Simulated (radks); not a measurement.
The numbers below are computed, except where a source is named.
Initial-state core-level shifts of the scandium ion Sc+ when its valence configuration changes from [Ar] 3d1 4s1. Code: a radial shooting solver on a logarithmic mesh with Libxc functionals. Model: non-relativistic Kohn-Sham, PBEsol, spin-polarised, spherical densities, point nucleus; open shells are filled with parallel spins first. Shifts are changes of the shell-averaged eigenvalues in eV (positive: less bound); the change of the density at the nucleus, which sets a Mossbauer isomer shift, is in e/bohr^3, on a base of 6174.

valence              1s      2p      3s      3p  density at nucleus
3d1 4s0.5 4p0.5  -0.584  -0.572  -0.582  -0.576             -1.5970
3d0.5 4s1.5      -2.780  -3.186  -2.719  -2.593             +2.3488
4s2              -5.885  -6.777  -5.654  -5.385             +5.2502
3d0.5 4s0.5 4p1  -3.845  -4.254  -3.778  -3.633             -0.9042
3d1 4p1          -1.167  -1.141  -1.161  -1.148             -3.1787
4s1 4p1          -6.839  -7.744  -6.608  -6.319             +1.7735
3d2              +4.319  +4.980  +4.428  +4.222             -3.9446
3d0.5 4s1 4p0.5  -3.260  -3.674  -3.201  -3.065             +0.7872
3d0.5 4p1.5      -4.428  -4.831  -4.350  -4.196             -2.5850
